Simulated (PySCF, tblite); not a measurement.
Isomers of C4H7ClO2Si, one GFN2-xTB conformer each. Single-point energies are computed at PBE0/pcSseg-1 (PySCF, gas phase, no added dispersion term), electronic only.

Question: Rank them by PBE0/pcSseg-1 energy, lowest first (kcal/mol).
A. `[O:1]=[CH:2][CH2:3][C:4](=[O:5])[SiH2:6][CH2:7][Cl:8]` with O1–C2–C3–C4 -33°, C2–C3–C4–O5 -134°, C3–C4–Si6–C7 149°, C4–Si6–C7–Cl8 -69°
B. `[CH3:1][O:2][SiH2:3][CH2:4][C:5]([Cl:6])=[C:7]=[O:8]` with C1–O2–Si3–C4 -177°, O2–Si3–C4–C5 -160°, Si3–C4–C5–Cl6 -53°
C. `[O:1]=[C:2]=[C:3]([Cl:4])[CH2:5][CH2:6][O:7][SiH3:8]` with C2–C3–C5–C6 29°, C3–C5–C6–O7 -49°, C5–C6–O7–Si8 180°
D. `[CH3:1][O:2][C@@H:3]1[CH:4]=[C:5]([Cl:6])[SiH2:7][O:8]1` with C1–O2–C3–C4 -175°

Answer: D (0.0), B (12.5), A (16.7), C (17.9).

As drawn, the lowest has an Si–C bond, which the highest lacks; the highest has a C=O bond and cumulated double bonds, which the lowest lacks. Neighbours under 2.5 kcal/mol apart (O=CCC(=O)[SiH2]CCl and O=C=C(Cl)CCO[SiH3]) can change places with a better method, another conformer or zero-point energy. GFN2-xTB itself gives, in the same order: 0.0, 15.0, 51.2, 7.8. Both levels put the same isomer lowest; measured from each level's own lowest isomer, the values differ by up to 34.5 kcal/mol (O=CCC(=O)[SiH2]CCl: 51.2 against 16.7).

Which frontier levels, dipoles and rotational constants go with these structures?

| SMILES | HOMO (eV, PBE0/pcSseg-1) | LUMO (eV) | dipole (D) | A, B, C (MHz) |
| --- | --- | --- | --- | --- |
| CO[C@@H]1C=C(Cl)[SiH2]O1 | -7.61 | -0.62 | 1.56 | 2989, 858.2, 706.0 |
| CO[SiH2]CC(Cl)=C=O | -6.55 | -1.91 | 2.75 | 2638, 655.4, 550.7 |
| O=CCC(=O)[SiH2]CCl | -7.12 | -1.75 | 3.30 | 2530, 841.8, 747.4 |
| O=C=C(Cl)CCO[SiH3] | -6.45 | -1.59 | 3.18 | 3074, 747.1, 614.9 |

What happens when harmonic zero-point energies from GFN2-xTB frequencies are added?

```json
{"SMILES": "CO[C@@H]1C=C(Cl)[SiH2]O1", "ZPE (kcal/mol)": "63.7", "electronic (kcal/mol)": "0.0", "with ZPE (kcal/mol)": "0.0"}
{"SMILES": "CO[SiH2]CC(Cl)=C=O", "ZPE (kcal/mol)": "62.4", "electronic (kcal/mol)": "12.5", "with ZPE (kcal/mol)": "11.1"}
{"SMILES": "O=CCC(=O)[SiH2]CCl", "ZPE (kcal/mol)": "62.1", "electronic (kcal/mol)": "16.7", "with ZPE (kcal/mol)": "15.0"}
{"SMILES": "O=C=C(Cl)CCO[SiH3]", "ZPE (kcal/mol)": "61.5", "electronic (kcal/mol)": "17.9", "with ZPE (kcal/mol)": "15.7"}
```

The zero-point energies span 2.2 kcal/mol. The order is unchanged.
